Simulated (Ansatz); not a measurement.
Consider the redistribution: `BN[SiH2]O` + `[OH][SnH2][Cl]` → `BN[SiH2]Cl` + `[OH][SnH2][OH]`.

Gas-phase electronic energies from Ansatz, PBE0-D4/def2-TZVP geometries. CCSD(T)/CBS adds triple-zeta CCSD(T) − MP2 to the extrapolated MP2 energy (def2 sets, frozen cores). DFT in def2-TZVPP. B3LYP here is the variant with VWN-RPA as its local correlation; programs differ in this. Elements past krypton have def2 core potentials. For Sn outer-core shells are correlated without core-valence functions, which leaves a few kJ/mol of doubt a bond. One conformer a species, not always the lowest.

```json
{"level": "B97M-V", "ΔE (kJ/mol)": "71.3"}
{"level": "PBE-QIDH", "ΔE (kJ/mol)": "71.2"}
{"level": "B3LYP", "ΔE (kJ/mol)": "72.5"}
{"level": "CAM-B3LYP", "ΔE (kJ/mol)": "73.3"}
{"level": "LC-ωPBE", "ΔE (kJ/mol)": "67.7"}
{"level": "CCSD(T)/def2-SVP", "ΔE (kJ/mol)": "68.9"}
{"level": "MP2/def2-TZVPP", "ΔE (kJ/mol)": "67.6"}
{"level": "CCSD/def2-TZVPP", "ΔE (kJ/mol)": "71.2"}
```

Problem. What does CCSD(T)/CBS give? (Estimate.)

Solution. Ansatz gave: +68.6 kJ/mol. The listed levels differ from it by 2.7, 2.6, 3.9, 4.7, -0.9, 0.3, -1.0, 2.6 kJ/mol.

Largest T1 diagnostic among the species: 0.014.

From BLYP to BHLYP (50 % exact exchange), in def2-TZVPP and without D4, ΔE moves by +10.7 kJ/mol. Leaving LDA and LC-ωPBE aside and taking each functional with its dispersion term where it has one, the values, not all of them listed here, spread over 16.3 kJ/mol, from revPBE-D4 to BHLYP-D4. LDA lies +4.6 kJ/mol from PBE without D4.
